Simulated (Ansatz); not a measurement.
Start from `C[Se]P` and change one atom or group to get `C[Se][AlH2]`.

Ansatz, PBE0-D4/def2-TZVP geometries, multiplicity 1. Each molecule was computed in one conformer, which needn't be the lowest.

Scalar relativity is left out up to krypton.

| property | `C[Se]P` |
| --- | --- |
| HOMO–LUMO gap (PBE0/def2-TZVPP) / eV | 6.01 |
| LUMO energy (PBE/def2-TZVPP) / eV | -1.38 |
| size of the dipole moment (PBE/def2-TZVPP) / D | 0.67 |
| size of the dipole moment (ωB97M-V/def2-TZVPP) / D | 0.72 |
| LUMO energy (ωB97M-V/def2-TZVPP) / eV | 1.34 |
| LUMO energy (PBE0/def2-TZVPP) / eV | -0.52 |

Problem. What does the change do to each property? (Best estimate.)

Solution. The calculation gave: 
```tsv
property	`C[Se][AlH2]`	shift
HOMO–LUMO gap (PBE0/def2-TZVPP) / eV	5.57	-0.44
LUMO energy (PBE/def2-TZVPP) / eV	-2.08	-0.70
size of the dipole moment (PBE/def2-TZVPP) / D	1.35	0.68
size of the dipole moment (ωB97M-V/def2-TZVPP) / D	1.33	0.61
LUMO energy (ωB97M-V/def2-TZVPP) / eV	0.25	-1.09
LUMO energy (PBE0/def2-TZVPP) / eV	-1.36	-0.84
```

With PBE0 the HOMO falls by 0.39 eV and the LUMO falls by 0.84 eV, so the gap narrows by about 0.45 eV. PBE moves the HOMO by -0.49 eV and ωB97M-V by -0.34 eV. Dipoles are sizes alone; their direction can turn.

Spin–orbit coupling is left out; it splits and shifts lone-pair levels of the heavy atoms by tenths of an eV.
